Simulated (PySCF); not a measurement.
# Stretching SnS

Set-up: Sn def2-SVPD with ECP28, S def2-SVPD; scalar-relativistic core potentials (PySCF 2.14). Energies in eV from Sn + S in their ground configurations at the same level. State: ¹Σ⁺ (singlet), closed shell.

```json
{"R (Å)": "1.921", "PBE0": "-3.223", "HSE06": "-3.250"}
{"R (Å)": "2.011", "PBE0": "-4.146", "HSE06": "-4.179"}
{"R (Å)": "2.100", "PBE0": "-4.652", "HSE06": "-4.690"}
{"R (Å)": "2.167", "PBE0": "-4.831", "HSE06": "-4.873"}
{"R (Å)": "2.234", "PBE0": "-4.880", "HSE06": "-4.926"}
{"R (Å)": "2.301", "PBE0": "-4.830", "HSE06": "-4.880"}
{"R (Å)": "2.390", "PBE0": "-4.649", "HSE06": "-4.704"}
{"R (Å)": "2.502", "PBE0": "-4.297", "HSE06": "-4.360"}
{"R (Å)": "2.636", "PBE0": "-3.769", "HSE06": "-3.842"}
{"R (Å)": "2.815", "PBE0": "-2.993", "HSE06": "-3.080"}
```

**Question.** Put a parabola through the three lowest points of the PBE0 curve and estimate Re, k and ωe (reduced mass 25.24 u; 1 eV/Å² = 0.16022 mdyn/Å; ωe = 1302.8·√(k/μ) cm⁻¹).

**Answer.** Through R = 2.167, 2.234, 2.301 Å the second-order coefficient is 11.0 eV/Å², so Re ≈ 2.234 Å, k ≈ 3.53 mdyn/Å and ωe ≈ 487 cm⁻¹. A polynomial fit of higher order to the unrounded PBE0 energies gives Re = 2.231 Å, k = 3.58 mdyn/Å, ωe = 491 cm⁻¹; anharmonicity and rounding make the difference.

The higher-order fit for each curve: PBE0: Re = 2.231 Å, ωe = 491 cm⁻¹, De = 4.88 eV; HSE06: Re = 2.233 Å, ωe = 488 cm⁻¹, De = 4.93 eV.

These are scalar-relativistic numbers at best; spin–orbit coupling would shift them, the dissociation energy most.
